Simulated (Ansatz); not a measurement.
`[OH][GaH][Br]` and `[OH][InH][Br]` differ in one element.

Ansatz, PBE0-D4/def2-TZVP geometries, multiplicity 1. Each molecule was computed in one conformer, which needn't be the lowest.

Elements past krypton have def2 core potentials. Scalar relativity is left out up to krypton.

```csv
property,`[OH][GaH][Br]`
LUMO energy (PBE0/def2-TZVPP) / eV,-1.23
size of the dipole moment (B3LYP/def2-TZVPP) / D,0.36
HOMO energy (ωB97M-V/def2-TZVPP) / eV,-10.69
LUMO energy (PBE/def2-TZVPP) / eV,-2.00
zero-point energy (PBE0-D4/def2-TZVP) / kJ/mol,56.5
HOMO–LUMO gap (PBE/def2-TZVPP) / eV,5.14
```

Give the same properties after the change, and the shifts. (Best estimate.)

The calculation gave: 
| property | `[OH][InH][Br]` | shift |
| --- | --- | --- |
| LUMO energy (PBE0/def2-TZVPP) / eV | -1.55 | -0.32 |
| size of the dipole moment (B3LYP/def2-TZVPP) / D | 3.35 | 2.99 |
| HOMO energy (ωB97M-V/def2-TZVPP) / eV | -10.38 | 0.31 |
| LUMO energy (PBE/def2-TZVPP) / eV | -2.34 | -0.34 |
| zero-point energy (PBE0-D4/def2-TZVP) / kJ/mol | 52.0 | -4.5 |
| HOMO–LUMO gap (PBE/def2-TZVPP) / eV | 4.55 | -0.59 |

With PBE0 the HOMO rises by 0.30 eV and the LUMO falls by 0.32 eV, so the gap narrows by about 0.62 eV. PBE moves the HOMO by 0.26 eV and ωB97M-V by 0.31 eV. Dipoles are sizes alone; their direction can turn.

B3LYP here is the variant with VWN-RPA as its local correlation; programs differ in this.

Spin–orbit coupling is left out; it splits and shifts lone-pair levels of the heavy atoms by tenths of an eV.
